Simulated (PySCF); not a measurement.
Gas-phase reaction: SnH₂ + H₂S → SnS + 2 H₂

Computed with PySCF and rigid-rotor harmonic-oscillator thermochemistry at 1 bar. † marks an energy on the PBE0/def2-TZVP geometry and frequencies; other levels use their own. MP2 and CCSD(T) freeze the core. All species are closed-shell singlets. Sn: scalar-relativistic def2 core potential, no spin-orbit coupling. SnH₂: computed as isolated molecules; such fragments, hydroxides, amides, oligomers or adducts are transient or little studied in the gas. MP2 isn't extrapolated to the basis-set limit; its ΔH°(298 K) is -107.3 kJ in def2-SVP and -125.2 kJ in def2-TZVPP. CCSD(T) isn't extrapolated to the basis-set limit; its ΔH°(298 K) is -90.2 kJ in def2-SVP and -98.1 kJ in def2-TZVPP. The harmonic model lacks anharmonicity and excited electronic states, which grow with temperature; levels with a mode under 35 cm⁻¹ are left out. Warning, large T1 diagnostic: SnS (CCSD(T)/def2-SVP†).

```json
[
 {"level": "BLYP/def2-TZVP†", "ΔE electronic, kJ": "-119", "ΔH°(298 K), kJ": "-122", "ΔS°(298 K), J/K": "69", "ΔG°(1800 K), kJ": "-266"},
 {"level": "CCSD(T)/def2-SVP†", "ΔE electronic, kJ": "-87", "ΔH°(298 K), kJ": "-90", "ΔS°(298 K), J/K": "69", "ΔG°(1800 K), kJ": "-235"},
 {"level": "M06-2X/def2-TZVP†", "ΔE electronic, kJ": "-103", "ΔH°(298 K), kJ": "-106", "ΔS°(298 K), J/K": "69", "ΔG°(1800 K), kJ": "-251"},
 {"level": "MP2/def2-TZVPP†", "ΔE electronic, kJ": "-122", "ΔH°(298 K), kJ": "-125", "ΔS°(298 K), J/K": "69", "ΔG°(1800 K), kJ": "-269"},
 {"level": "PBE0/def2-TZVP", "ΔE electronic, kJ": "-86", "ΔH°(298 K), kJ": "-89", "ΔS°(298 K), J/K": "69", "ΔG°(1800 K), kJ": "-233"},
 {"level": "r2SCAN/def2-TZVP†", "ΔE electronic, kJ": "-105", "ΔH°(298 K), kJ": "-108", "ΔS°(298 K), J/K": "69", "ΔG°(1800 K), kJ": "-252"},
 {"level": "LDA/def2-TZVP†", "ΔE electronic, kJ": "-77", "ΔH°(298 K), kJ": "-80", "ΔS°(298 K), J/K": "69", "ΔG°(1800 K), kJ": "-224"},
 {"level": "ωB97M-V/def2-TZVP†", "ΔE electronic, kJ": "-80", "ΔH°(298 K), kJ": "-83", "ΔS°(298 K), J/K": "69", "ΔG°(1800 K), kJ": "-227"},
 {"level": "ωB97X-V/def2-TZVP†", "ΔE electronic, kJ": "-72", "ΔH°(298 K), kJ": "-75", "ΔS°(298 K), J/K": "69", "ΔG°(1800 K), kJ": "-219"}
]
```
ΔH° is lowest at MP2/def2-TZVPP† and highest at ωB97X-V/def2-TZVP†. No reference value is set beside these.
